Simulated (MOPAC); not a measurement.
MOPAC input (PM6):

```
PM6 PRECISE GNORM=0.05 LET XYZ CHARGE=1 GEO-OK AUX(PRECISION=9) THREADS=1
CHO

C    -0.00000000 1   -0.00000000 1   -0.51434300 1
O     0.00000000 1    0.00000000 1    0.58709700 1
H    -0.00000000 1   -0.00000000 1   -1.61072400 1
```

Output:

```
 *******************************************************************************
 **                                                                           **
 **                              MOPAC v23.2.5                                **
 **                                                                           **
 *******************************************************************************
 ** MOPAC's Digital Object Identifier: https://doi.org/10.5281/zenodo.6511958 **
 **                                                                           **
 ** Please cite the open-source release paper for use of this MOPAC version:  **
 ** J. E. Moussa and J. J. P. Stewart (2026)                                  **
 ** MOPAC: An open-source semiempirical molecular orbital program             **
 ** J. Open Source Softw., 11(119), 8025, https://doi.org/10.21105/joss.08025 **
 *******************************************************************************

                              PM6 CALCULATION RESULTS

 *******************************************************************************
 *  PM6        - The PM6 Hamiltonian to be used
 *  GEO-OK     - OVERRIDE INTERATOMIC DISTANCE AND OTHER SAFETY CHECKS
 *
 *
 *
 *                 CHARGE ON SYSTEM = +1
 *
 *
 *
 *  LET        - OVERRIDE SOME SAFETY CHECKS
 *  PRECISE    - TIGHTER CRITERIA TO BE USED
 *  XYZ        - CARTESIAN COORDINATE SYSTEM TO BE USED
 *  GNORM      - EXIT WHEN GRADIENT NORM DROPS BELOW 0.050
 *  AUX        - OUTPUT AUXILIARY INFORMATION
 *******************************************************************************
PM6 PRECISE GNORM=0.05 LET XYZ CHARGE=1 GEO-OK AUX(PRECISION=9) THREADS=1
 CHO

   ATOM   CHEMICAL          X               Y               Z
  NUMBER   SYMBOL      (ANGSTROMS)     (ANGSTROMS)     (ANGSTROMS)

     1       C         -0.00000000  *  -0.00000000  *  -0.51434300  *
     2       O          0.00000000  *   0.00000000  *   0.58709700  *
     3       H         -0.00000000  *  -0.00000000  *  -1.61072400  *

          CARTESIAN COORDINATES

    NO.       ATOM           X           Y           Z

     1         C         -0.0000     -0.0000     -0.5143
     2         O          0.0000      0.0000      0.5871
     3         H         -0.0000     -0.0000     -1.6107

 General Reference for PM6:
 "Optimization of Parameters for Semiempirical Methods V: Modification of NDDO Approximations
 and Application to 70 Elements", J. J. P. Stewart, J. Mol. Mod., 13, 1173-1213 (2007)
 URL: https://link.springer.com/article/10.1007/s00894-007-0233-4

           Empirical Formula: C H O  =     3 atoms

      MOLECULAR POINT GROUP   :   C*v

      RHF CALCULATION, NO. OF DOUBLY OCCUPIED LEVELS = 5

          Geometry optimization using EF

          DIAGONAL MATRIX USED AS START HESSIAN

 CYCLE:     1  GRAD.:    89.646 HEAT:  183.1168
 CYCLE:     2  GRAD.:   589.147 HEAT:  249.8178
 CYCLE:     3  GRAD.:    84.159 HEAT:  183.4921
 CYCLE:     4  GRAD.:   224.154 HEAT:  189.5820
 CYCLE:     5  GRAD.:     7.526 HEAT:  182.4972
 CYCLE:     6  GRAD.:     3.717 HEAT:  182.4766
 CYCLE:     7  GRAD.:     1.349 HEAT:  182.4756
 CYCLE:     8  GRAD.:     0.001 HEAT:  182.4754

     GRADIENT =  0.00094 IS LESS THAN CUTOFF =  0.05000

 -------------------------------------------------------------------------------
 PM6 PRECISE GNORM=0.05 LET XYZ CHARGE=1 GEO-OK AUX(PRECISION=9) THREADS=1
 CHO

     GEOMETRY OPTIMISED USING EIGENVECTOR FOLLOWING (EF).
     SCF FIELD WAS ACHIEVED

                              PM6 CALCULATION
                                                       MOPAC v23.2.5 Linux

          FINAL HEAT OF FORMATION =        182.47540 KCAL/MOL =     763.47709 KJ/MOL

          COSMO AREA              =         58.63 SQUARE ANGSTROMS
          COSMO VOLUME            =         40.84 CUBIC ANGSTROMS

          GRADIENT NORM           =          0.00094          =       0.00054 PER ATOM
          IONIZATION POTENTIAL    =         23.929811 EV
          HOMO LUMO ENERGIES (EV) =        -23.930 -7.746
          NO. OF FILLED LEVELS    =          5
          MOLECULAR WEIGHT        =         29.0183         POINT GROUP:  C*v

          MOLECULAR DIMENSIONS (Angstroms)

            Atom       Atom       Distance
            H     3    O     2     2.21148
            H     3    O     2     0.00000
            O     2    C     1     0.00000

          SCF CALCULATIONS        =          9

   ATOM   CHEMICAL          X               Y               Z
  NUMBER   SYMBOL      (ANGSTROMS)     (ANGSTROMS)     (ANGSTROMS)

     1       C         -0.00000000  *  -0.00000000  *  -0.52495977  *
     2       O          0.00000000  *   0.00000000  *   0.59719069  *
     3       H          0.00000000  *   0.00000000  *  -1.61428952  *

                             CARTESIAN COORDINATES

   1    C       -0.000000000    -0.000000000    -0.524959769
   2    O        0.000000000     0.000000000     0.597190689
   3    H        0.000000000     0.000000000    -1.614289524

           Empirical Formula: C H O  =     3 atoms

      MOLECULAR POINT GROUP   :   C*v

                  EIGENVALUES
 -44.19164 -31.27284 -24.19030 -24.19030 -23.92981  -7.74590  -7.74590  -5.22891
  -2.93187

              NET ATOMIC CHARGES AND DIPOLE CONTRIBUTIONS

  ATOM NO.   TYPE          CHARGE      No. of ELECS.   s-Pop       p-Pop
    1          C           0.481812        3.5182     1.24835     2.26984
    2          O           0.205549        5.7945     1.83987     3.95458
    3          H           0.312638        0.6874     0.68736
 DIPOLE           X         Y         Z       TOTAL
 POINT-CHG.     0.000    -0.000    -3.318     3.318
 HYBRID        -0.000     0.000     0.408     0.408
 SUM           -0.000     0.000    -2.910     2.910

          ATOMIC ORBITAL ELECTRON POPULATIONS

     Atom    s        px        py        pz
    1  C   1.24835   0.65346   0.65346   0.96292
    2  O   1.83987   1.34654   1.34654   1.26149
    3  H   0.68736

 **********************
 *                    *
 * JOB ENDED NORMALLY *
 *                    *
 **********************

 == MOPAC DONE ==
```

The dipole moment of an ion depends on the origin.

The geometry given is a B3LYP-D3(BJ)/def2-TZVP minimum.
